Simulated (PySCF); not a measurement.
**How methods differ on the electron affinity of Te**

Te⁻ [Kr] 4d10 5s2 5p5 (2P) → Te [Kr] 4d10 5s2 5p4 (3P), as a difference of total energies. Calculation: PySCF 2.14, in def2-TZVPPD with the def2 core potential (28 electrons); scalar relativity through the core potential. Correlated levels: valence: 4s2 4p6 4d10 frozen; valence and next inner shell: nothing frozen outside the core potential. The calculations carry no spin-orbit coupling.

```json
{"method": "UHF", "electron affinity (eV)": "1.054"}
{"method": "LDA", "electron affinity (eV)": "2.314"}
{"method": "PBE", "electron affinity (eV)": "2.066"}
{"method": "PBE0", "electron affinity (eV)": "2.021"}
{"method": "r2SCAN", "electron affinity (eV)": "2.027"}
{"method": "r2SCAN0", "electron affinity (eV)": "2.008"}
{"method": "B3LYP", "electron affinity (eV)": "2.143"}
{"method": "r2SCANh", "electron affinity (eV)": "2.019"}
{"method": "B2PLYP", "electron affinity (eV)": "1.976"}
{"method": "MP2 (valence)", "electron affinity (eV)": "1.794"}
{"method": "SCS-MP2 (valence)", "electron affinity (eV)": "1.791"}
{"method": "MP2 (valence and next inner shell)", "electron affinity (eV)": "1.845"}
{"method": "SCS-MP2 (valence and next inner shell)", "electron affinity (eV)": "1.819"}
```

**Question.** How much does correlation contribute at MP2 (valence and next inner shell)?

**Answer.** 1.845 − (1.054) = 0.791 eV, measured against UHF.

The reference lies between the lowest fine-structure levels, while these numbers refer to the centres of the terms.

Errors of the correlated levels include the incompleteness of this basis and the frozen core.

In the anion the highest occupied orbital energy is positive at LDA, PBE, r2SCAN, B3LYP, r2SCANh, a self-interaction effect; the basis confines that electron, and the energy difference can still be sensible.

For comparison: 1.971 eV (measured; photodetachment measurements, as compiled on the Wikipedia data page of electron affinities).
